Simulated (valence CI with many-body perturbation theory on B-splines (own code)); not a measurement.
## Pd⁴¹⁺: fill in the table

Calculated by configuration interaction combined with many-body perturbation theory (CI+MBPT): three valence electrons over a frozen Dirac-Fock core [He], a basis of 11 s, 11 p, 9 d, 7 f, 5 g, 2 h, 1 i functions for each j, with the one-electron correlation potential Σ1 (screened to all orders), the two-electron term Σ2, the three-electron term Σ3, Breit, model QED; selected single and double excitations, second order for the rest (own B-spline code, finite nucleus).

No measured spectrum was set against this ion. As an estimate, large intervals hold to a few tenths of a per cent, small ones and those within an open d or f shell to about a per cent.

```
                     Level  E (× 10³ cm⁻¹)
        (2s^2 2p1/2) J=1/2            0.00
        (2s 2p1/2^2) J=1/2          1031.6
        (2s^2 2p3/2) J=3/2               ?
(2s 2p1/2 2p3/2) J=3/2 [a]               ?
    (2s 2p1/2 2p3/2) J=5/2               ?
(2s 2p1/2 2p3/2) J=3/2 [b]               ?
    (2s 2p1/2 2p3/2) J=1/2               ?
        (2s 2p3/2^2) J=5/2          3744.3
     (2p1/2^2 2p3/2) J=3/2          3851.6
        (2s 2p3/2^2) J=1/2          4235.2
        (2s 2p3/2^2) J=3/2          4244.4
     (2p1/2 2p3/2^2) J=3/2          5084.0
     (2p1/2 2p3/2^2) J=5/2          5221.6
     (2p1/2 2p3/2^2) J=1/2          5480.3
           (2p3/2^3) J=3/2          6746.9
           (2s^2 3s) J=1/2           29228
        (2s^2 3p1/2) J=1/2           29597
   (2s 2p1/2 3s) J=1/2 [a]           29949
        (2s^2 3p3/2) J=3/2               ?
       (2s 2p1/2 3s) J=3/2           30121
```

Levels are named by their leading jj configuration (3d3/2^4 stands for four electrons in 3d with j = 3/2), which in mixed levels can hold well under half, so a name can repeat and another be missing. Letters in brackets count levels of one name in rising energy.

The levels stand in rising order. What does the calculation give for the missing energies?

(2s^2 2p3/2) J=3/2 1433.0; (2s 2p1/2 2p3/2) J=3/2 [a] 2161.5; (2s 2p1/2 2p3/2) J=5/2 2374.0; (2s 2p1/2 2p3/2) J=3/2 [b] 2713.9; (2s 2p1/2 2p3/2) J=1/2 2740.0; (2s^2 3p3/2) J=3/2 29974.
